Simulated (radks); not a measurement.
Fractional charge and spin in the 4s shell of zinc: the spin-up occupation runs from 0 to 1 and the spin-down occupation from 0 to 1; the fullest corner is Zn, [Ar] 3d10 4s(up 1, down 1). Calculated with a radial shooting solver on a logarithmic mesh with Libxc functionals: scalar-relativistic Kohn-Sham, BLYP, spin-polarised, spherical densities, finite nucleus; Fermi nuclear charge, rms radius of each element as measured or else 0.836 A^(1/3) + 0.57 fm. Energy (eV) minus the two flat planes that join the four corners (they meet along the diagonal where the two added fractions sum to one electron); zero is where a piecewise linear energy would lie.

down \ up       0     0.5       1
0           0.000  -1.103   0.000
0.5        -1.103   0.228  -0.960
1           0.000  -0.960   0.000

Corners above the fullest one (they belong to Zn+ and the next ion): (up 1, down 0) 9.712 eV, (up 0, down 1) 9.712 eV, (up 0, down 0) 28.596 eV. With half an added electron in each spin the energy lies 0.228 eV from the planes (fractional-spin error, the static-correlation error of a stretched bond), and with half an added electron in spin up alone -1.103 eV (fractional-charge error). For a frontier s shell over closed shells the exact functional lies on the planes.
